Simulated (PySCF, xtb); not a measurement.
C3H3ClF2, SMILES [C@H]1(C[C@]1(Cl)F)F.

Harmonic wavenumbers (cm⁻¹) from GFN2-xTB in xtb at its own minimum, in rising order: 166, 209, 285, 364, 424, 494, 636, 819, 861, 923, 1014, 1039, 1067, 1104, 1148, 1246, 1350, 1426, 3051, 3093, 3123.

**Question.** What does PBE0-D3(BJ)/def2-SVP (PySCF) give at its own minimum? (An estimate is asked for; the answer gives what the named calculation found.)

**Answer.** 184, 220, 307, 395, 452, 543, 696, 816, 883, 974, 1021, 1087, 1116, 1173, 1224, 1337, 1379, 1512, 3160, 3196, 3273. Paired by order, the mean absolute difference is 53 cm⁻¹ and the zero-point energies are 34.1 and 35.7 kcal/mol.
